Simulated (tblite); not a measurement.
Input of a run (GFN2-xTB geometry optimisation, gas phase (tblite 0.8.0)), started from a force field or distance geometry:
```
{"job": {"kind": "relax", "xc": "GFN2-xTB", "basis": "xTB"}, "charge": 0, "multiplicity": 2}
C      1.679900     1.262800    -0.132600
C      1.229300     0.014900     0.000400
C      0.111700    -0.529900    -0.809200
C     -1.054400    -0.968500     0.044100
C     -1.522200     0.216300     0.834600
O     -1.221100     0.412800     2.160000
O     -2.228100     1.084400     0.212200
H      2.511200     1.557300     0.526100
H      1.250900     1.956800    -0.832800
H      1.681500    -0.671600     0.735200
H     -0.242900     0.166200    -1.576600
H      0.501300    -1.457500    -1.304600
H     -1.899300    -1.247800    -0.611600
H     -0.798400    -1.796700     0.732700
```

Output (eV, eV/Å):
```
step      E/eV     max force
  0    -606.06297    7.625
  1    -607.09009    2.312
  2    -607.15750    4.206
  3    -607.28842    0.521
  4    -607.30714    0.461
  5    -607.31449    0.357
  6    -607.32432    0.262
  7    -607.33114    0.311
  8    -607.33511    0.249
  9    -607.33720    0.145
 10    -607.33857    0.110
 11    -607.33977    0.119
 12    -607.34068    0.101
 13    -607.34124    0.062
 14    -607.34166    0.061
 15    -607.34217    0.087
 16    -607.34268    0.095
 17    -607.34302    0.057
 18    -607.34324    0.038
 19    -607.34347    0.053
 20    -607.34378    0.078
 21    -607.34413    0.066
 22    -607.34442    0.047
 23    -607.34464    0.037
 24    -607.34485    0.058
 25    -607.34506    0.057
 26    -607.34523    0.036
 27    -607.34535    0.028
 28    -607.34547    0.035
 29    -607.34561    0.044
 30    -607.34576    0.032
 31    -607.34587    0.030
 32    -607.34596    0.028
 33    -607.34605    0.029
 34    -607.34615    0.031
 35    -607.34627    0.027
 36    -607.34637    0.029
 37    -607.34646    0.030
 38    -607.34657    0.028
 39    -607.34670    0.027
 40    -607.34684    0.028
 41    -607.34696    0.030
 42    -607.34707    0.029
 43    -607.34716    0.022
 44    -607.34724    0.029
 45    -607.34736    0.040
 46    -607.34752    0.052
 47    -607.34777    0.052
 48    -607.34809    0.048
 49    -607.34844    0.044
 50    -607.34877    0.040
 51    -607.34906    0.050
 52    -607.34930    0.041
 53    -607.34950    0.031
 54    -607.34966    0.033
 55    -607.34982    0.031
 56    -607.34996    0.032
 57    -607.35009    0.027
 58    -607.35017    0.039
 59    -607.35026    0.029
 60    -607.35036    0.034
 61    -607.35046    0.036
 62    -607.35054    0.026
 63    -607.35060    0.018
 64    -607.35065    0.018
 65    -607.35069    0.018
 66    -607.35074    0.021
 67    -607.35080    0.021
 68    -607.35086    0.019
 69    -607.35091    0.019
 70    -607.35094    0.017
 71    -607.35097    0.020
 72    -607.35101    0.017
 73    -607.35106    0.018
 74    -607.35110    0.020
 75    -607.35115    0.020
 76    -607.35120    0.024
 77    -607.35127    0.027
 78    -607.35136    0.029
 79    -607.35145    0.027
 80    -607.35154    0.028
 81    -607.35162    0.028
 82    -607.35184    0.052
 83    -607.35214    0.074
 84    -607.35257    0.067
 85    -607.35289    0.174
 86    -607.35289    0.121
 87    -607.35358    0.069
 88    -607.35382    0.074
 89    -607.35414    0.109
 90    -607.35430    0.045
 91    -607.35447    0.109
 92    -607.35465    0.057
 93    -607.35494    0.062
 94    -607.35523    0.093
 95    -607.35532    0.079
 96    -607.35548    0.147
 97    -607.35567    0.066
 98    -607.35583    0.042
 99    -607.35594    0.277
100    -607.35638    0.045
101    -607.35659    0.026
102    -607.35508    0.464
103    -607.35675    0.039
104    -607.35687    0.043
105    -607.35457    0.554
106    -607.35705    0.029
107    -607.35718    0.031
108    -607.35275    0.738
109    -607.35733    0.019
110    -607.35745    0.017
111    -607.35130    0.837
112    -607.35758    0.012
113    -607.35768    0.013
114    -607.34301    1.233
115    -607.35777    0.015
116    -607.35785    0.016
117    -607.34441    1.211
118    -607.35796    0.020
119    -607.35806    0.021
120    -607.34228    1.327
121    -607.35817    0.026
122    -607.35824    0.063
123    -607.35796    0.117
124    -607.35279    0.790
125    -607.35830    0.034
126    -607.35850    0.028
127    -607.34121    1.295
128    -607.35864    0.026
129    -607.35876    0.020
130    -607.33855    1.427
131    -607.35889    0.017
132    -607.35902    0.016
133    -607.33642    1.508
134    -607.35916    0.016
135    -607.35928    0.016
136    -607.33465    1.570
137    -607.35943    0.018
138    -607.35957    0.023
139    -607.33293    1.619
140    -607.35973    0.023
141    -607.35987    0.028
142    -607.33306    1.623
143    -607.36004    0.028
144    -607.36020    0.032
145    -607.33630    1.524
146    -607.36040    0.031
147    -607.36057    0.036
148    -607.34573    1.244
149    -607.36081    0.037
150    -607.36101    0.044
151    -607.35743    0.692
152    -607.36134    0.062
153    -607.36154    0.079
154    -607.36154    0.303
155    -607.36186    0.120
156    -607.36194    0.135
157    -607.36221    0.175
158    -607.36242    0.169
159    -607.36276    0.025
160    -607.36281    0.024
161    -607.36282    0.006
```

Summarise the run.

The energy falls by 125.4 kJ/mol over 161 L-BFGS steps, the largest force on an atom goes from 7.62 to 0.006 eV/Å, and the atoms move by 0.400 Å rms after alignment. The bond that changes most is C4–C5 (ends: carbon bonded to 2 C and 2 H; carbon bonded to C and 2 O), which lengthens by 0.218 Å. Bonds longer at the end by more than 0.005 Å: 2 of 13; shorter: 9. Among the angles that change most is O6–C5–O7, from 119.5° to 142.5°. Among the dihedrals that turn most is C3–C4–C5–O7, from 77° to 127°. The energy rose by more than 1e-5 eV at steps 102, 105, 108, 111, 114, 117, 120 and 123 and later ones. The first step brought 79 % of the lowering.

What are the final bond lengths?

C1=C2 1.324 Å, C2–C3 1.492 Å, C3–C4 1.500 Å, C4–C5 1.717 Å, C5–O6 1.198 Å, C5=O7 1.199 Å, C1–H8 1.076 Å, C1–H9 1.078 Å, C2–H10 1.081 Å, C3–H11 1.093 Å, C3–H12 1.100 Å, C4–H13 1.086 Å, C4–H14 1.087 Å. Numbering counts from 1 in the input's order; the species is `C=CCCC([O])=O` [radical].

Its GFN2-xTB frequencies are all real (lowest 31 cm⁻¹). 3 starts were optimised and ended at 0.00, 0.89 and 0.89 kcal/mol (GFN2-xTB); the lowest of these is shown.

One conformer stands for the species.

All values are computed, not measured.
